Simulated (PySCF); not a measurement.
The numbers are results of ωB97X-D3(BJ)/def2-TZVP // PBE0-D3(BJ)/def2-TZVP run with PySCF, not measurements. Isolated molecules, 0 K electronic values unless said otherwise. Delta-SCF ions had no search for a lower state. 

Reference species (SMILES): `[GaH3]` (neutral, multiplicity 1).

The vertical ionisation energy (Delta-SCF) is 11.47 eV and the HOMO comes out as -11.11 eV.

Changed species: `[F][GaH][F]` (2 of 3 H replaced by F; the reference has 0 of 3 H replaced by F).

Predict the effect on the vertical ionisation energy (Delta-SCF) and HOMO.

the vertical ionisation energy (Delta-SCF) rises by 1.91 eV, to 13.38 eV; the HOMO falls by 1.81 eV, to -12.92 eV.
